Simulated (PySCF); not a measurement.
## Ge¹⁷⁺: ionisation energy

Ge¹⁷⁺ [Ne] 3s2 3p3 (4S) → Ge¹⁸⁺ [Ne] 3s2 3p2 (3P), as a difference of total energies. Calculation: PySCF 2.14, in an uncontracted even-tempered set (17 s from 1.5 bohr⁻², ratio 2.5; 11 p from 2 bohr⁻², ratio 2.5; 5 d from 9.5 bohr⁻², ratio 2.7; 4 f from 14 bohr⁻², ratio 2.7); the non-relativistic Hamiltonian (point nucleus). Correlated levels: outer shells: 1s2 frozen; virtual orbitals above 40 to 60 times the deepest correlated orbital energy dropped. The calculations carry no spin-orbit coupling.

| method | ionisation energy (eV) |
| --- | --- |
| UHF | 657.42 |
| LDA | 658.23 |
| PBE | 658.28 |
| MN15 | 660.04 |
| PBEsol | 658.12 |
| MP2 (outer shells) | 657.95 |
| SCS-MP2 (outer shells) | 657.71 |

Estimate what PBE0 gives.

658.40 eV, closest to PBE among the rows shown.

Estimate what r2SCAN gives.

658.87 eV, closest to PBE among the rows shown.

Spin-orbit coupling is strong in these open shells (close to jj coupling). The scalar numbers leave it out and a first-order estimate fails, so it can dominate the gap to the real levels.

All relativistic terms are absent from these numbers, so their closeness to the reference says little about the methods.

For comparison: 662.8 ± 1.9 eV (semi-empirical (NIST evaluation); NIST Atomic Spectra Database, ionization energies).
